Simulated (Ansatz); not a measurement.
CH6BFOSi can be A, `B[SiH](F)OC`, or B, `B[SiH2]C(O)F`.

Gas-phase electronic energies from Ansatz, PBE0-D4/def2-TZVP geometries. CCSD(T)/CBS is the MP2 limit (def2-TZVPP, def2-QZVPP) plus CCSD(T) − MP2 in def2-TZVPP, frozen cores. DFT in def2-TZVPP. B3LYP here is the variant with VWN-RPA as its local correlation; programs differ in this. One conformer a species, not always the lowest.

Task: Which is lower in electronic energy at CCSD(T)/CBS, and by how much? (Estimate.)

Result: The calculation gave: A, by 308.0 kJ/mol.

Task: Give E(B) − E(A) in kJ/mol with CCSD(T)/def2-TZVPP, r2SCAN-D4, CCSD(T)/def2-SVP, B2PLYP, BLYP-D4, ωB97M-V, B3LYP-D4. (Best estimate.)

Result: The calculation gave: CCSD(T)/def2-TZVPP 303.3, r2SCAN-D4 294.3, CCSD(T)/def2-SVP 269.8, B2PLYP 307.8, BLYP-D4 289.6, ωB97M-V 296.7, B3LYP-D4 299.0. None reverses the order clearly.

Task: Does the order hold for the free energy at 298.15 K (harmonic terms from PBE0-D4)? (An estimate is asked.)

Result: Computed: Yes: G(B) − G(A) = +300.9 kJ/mol, for one conformer each.

Largest T1 diagnostic: 0.012.

In def2-TZVPP, CCSD(T) changes the Hartree–Fock value by −21.1 kJ/mol (the triples alone add −4.3 kJ/mol) and MP2 by −7.9 kJ/mol. From r2SCAN to r2SCAN0 (25 % exact exchange), in def2-TZVPP and without D4, E(B) − E(A) moves by +6.6 kJ/mol.
